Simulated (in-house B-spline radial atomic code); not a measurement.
Configurations of the molybdenum ion Mo⁺, with energies counted from [Kr] 4d5. Computed with a radial B-spline atomic code at the basis-set limit: scalar-relativistic (X2C) r2SCAN, spin-polarised, spherical fractional occupations, Fermi nucleus of rms radius 4.4091 fm. Shells without spins written out take the highest spin.

Occupations are held fixed; configurations that lie above the ionisation limit could autoionise.

```tsv
configuration	E - E(ref) (eV)	highest orbital	its <r> (bohr)
[Kr] 4d4 5p1	6.6113	5p up	3.834
[Kr] 4d4 5d1	11.336	5d up	6.3
[Ar] 3d10 4s2 4p5 4d5 5d1	43.833	5d up	6.21
[Ar] 3d10 4s2 4p5 4d5 4f1	45.772	4f up	8.508
[Ar] 3d(5 up, 4 down) 4s2 4p6 4d(3 up, 2 down) 5s(0 up, 1 down)	236.06	5s down	3.113
[Ar] 3d9 4s2 4p6 4d5 5f1	241.81	5f up	14.7
```

(1) Order these further configurations by energy, lowest first.
A. [Kr] 4d(1 up, 3 down) 5d(0 up, 1 down)
B. [Ar] 3d10 4s2 4p5 4d5 5f1
C. [Ar] 3d9 4s2 4p6 4d5 5p1
D. [Ar] 3d10 4s2 4p5 4d6
E. [Ar] 3d(5 up, 4 down) 4s2 4p6 4d(5 up, 0 down) 5d(1 up, 0 down)

(2) How far above the reference does [Ar] 3d9 4s2 4p6 4d6 lie?

(3) How far above the reference does [Kr] 4d(0 up, 4 down) 5f(0 up, 1 down) lie?

## Answers

(1) A (14.435 eV), D (36.421 eV), B (46.911 eV), C (233.87 eV), E (238.68 eV).

(2) 230.19 eV; its least bound orbital is 4d down with <r> = 1.821 bohr.

(3) 14.359 eV; its least bound orbital is 5f down with <r> = 14.62 bohr.
